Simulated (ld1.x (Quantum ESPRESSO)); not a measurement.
**Transferability test, TM potential for Si**

* Element: Si (Z = 14)
* Generator: ld1.x (Quantum ESPRESSO) 7.5
* Type: norm-conserving Troullier–Martins (Kleinman–Bylander form)
* Functional: PBE
* Relativity: scalar-relativistic
* Frozen core: [Ne]
* Valence charge: 4
* Reference configuration: 3s2 3p1 (charge +1)
* Partial waves: 3p (bound): rc 1.95 bohr; 3s (bound): rc 1.85 bohr
* Local potential: the s channel
* Core correction: a·sin(br)/r model core inside 1.85 bohr

Energies are relative to the spin-unpolarised reference configuration 3s2 3p1; without spin polarisation the order of configurations can differ from experiment.

```json
{"valence configuration": "3s2 3p2", "charge": "0", "ΔE all-electron (eV)": "-7.740", "error AE − PS (meV)": "+1.6"}
{"valence configuration": "3s2 3p0", "charge": "+2", "ΔE all-electron (eV)": "15.993", "error AE − PS (meV)": "+1.3"}
{"valence configuration": "3s1 3p0", "charge": "+3", "ΔE all-electron (eV)": "49.964", "error AE − PS (meV)": "+43"}
{"valence configuration": "3s2 3p1.5", "charge": "+0.5", "ΔE all-electron (eV)": "-4.819", "error AE − PS (meV)": "+0.6"}
{"valence configuration": "3s0 3p4", "charge": "0", "ΔE all-electron (eV)": "6.038", "error AE − PS (meV)": "+5.0"}
```

Question: What are ΔE and the potential's error for 3s1 3p2?

Answer: ΔE = 7.431 eV all-electron; the error (AE − PS) is +1.7 meV.

Question: What are ΔE and the potential's error for 3s2 3p2.3?

Answer: ΔE = -8.670 eV all-electron; the error (AE − PS) is +2.2 meV.
